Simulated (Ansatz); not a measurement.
A CCSD(T) single point on `FC(F)=[CH][GeH3]`.

```yaml
crystal:
  periodic: [false, false, false]
  atoms:
    - {symbol: F, position_ang: [2.736996, -0.254443, -0.459040]}
    - {symbol: C, position_ang: [1.424239, -0.316495, -0.478871]}
    - {symbol: F, position_ang: [1.046999, -1.087710, -1.476801]}
    - {symbol: C, position_ang: [0.608191, 0.289416, 0.357744]}
    - {symbol: Ge, position_ang: [-1.317430, 0.132790, 0.242518]}
    - {symbol: H, position_ang: [1.073056, 0.890928, 1.127918]}
    - {symbol: H, position_ang: [-1.818367, 0.654611, -1.112552]}
    - {symbol: H, position_ang: [-1.747946, -1.332511, 0.407170]}
    - {symbol: H, position_ang: [-1.917238, 0.977213, 1.374713]}
basis:
  gaussian: {orbitals: def2-TZVPP}
correlation: {method: ccsd_t}
```

```sh
$ ansatz run in.yaml --threads 4 --pin off --events-out ev --progress --plain --max-ram 10444MiB
```

Output of Ansatz, abridged:

```
Functional definition: HF
1442 factors; integrals over basis functions are off by at most 8.5e-4 eV
mean field evaluation 1: about -64008.4645 eV, gradient 3.7e1 eV
mean field evaluation 2: about -64008.6698 eV, gradient 3.7e1 eV
mean field evaluation 4: about -64011.7620 eV, gradient 3.6e0 eV
mean field evaluation 8: about -64011.8217 eV, gradient 3.3e-1 eV
mean field -64011.82249722 eV, -2352.3910880012 hartree, gradient 4.2e-6 eV, S^2 0.000000; 0 other end points of the search recorded, 0 dependent functions left out
13 core orbitals not correlated: weight in the atoms' cores, before any rotation towards them, 1.000 or more for the frozen orbitals, at most 0.000 for the correlated occupied ones
reference -64011.82249722 eV, -2352.3910880012 hartree; 20, 20 occupied and 195, 195 virtual orbitals, 1442 factors
second order -29.12543640 eV of doubles, -0.00000000 eV of singles
cycle   1  -28.83305956 eV  change    2.9e-1 eV  update   1.2e-1
cycle   2  -29.58372768 eV  change   -7.5e-1 eV  update   3.7e-2
cycle   3  -29.73654776 eV  change   -1.5e-1 eV  update   1.8e-2
cycle   4  -29.71853828 eV  change    1.8e-2 eV  update   4.3e-3
cycle   5  -29.71570953 eV  change    2.8e-3 eV  update   1.7e-3
cycle   6  -29.71688400 eV  change   -1.2e-3 eV  update   4.8e-4
cycle   7  -29.71671486 eV  change    1.7e-4 eV  update   1.4e-4
cycle   8  -29.71664073 eV  change    7.4e-5 eV  update   5.5e-5
cycle   9  -29.71665681 eV  change   -1.6e-5 eV  update   2.3e-5
perturbative correction -1.08856630 eV, -0.0400040735 hartree
Total energy: -64042.62772032 eV, -2353.5231590696 hartree
```

Run time 5 min (4 threads of an Arm Neoverse N1 on a shared host); peak host memory 4.2 GiB.

Correlation energy per correlated electron: -0.770 eV. T1 diagnostic: 0.0123.
